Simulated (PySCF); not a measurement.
# A thermochemical cycle for KI

PBE0 in PySCF with x2c-SVPall on every atom, spin-free X2C, for the lowest determinant that a PBE0 search found; no spin–orbit coupling. KI, a singlet (closed shell), has De = 3.36 eV to neutral atoms, and KI⁺, a doublet (π ↑), has De = 0.32 eV to K⁺ + I.

At the same level the K atom ionises at 4.38 eV.

**Question.** What is the adiabatic ionisation energy of the molecule, and does ionisation strengthen or weaken the bond?

**Answer.** IE = IE(K) + De(neutral) − De(ion) = 4.38 + 3.36 − 0.32 = 7.42 eV. De changes by -3.04 eV, so ionisation weakens the bond.

Weak bonds: KI⁺. Basis-set superposition, not corrected here, can be much of De in a small basis, most of all at correlated wavefunction levels. These are scalar-relativistic numbers at best; spin–orbit coupling would shift them, the dissociation energy most. For an ion De counts to the pair picked by the measured ionisation energies or electron affinities, which need not be the lowest pair at this level. States were picked by a PBE0 search and need not be the measured ground states.
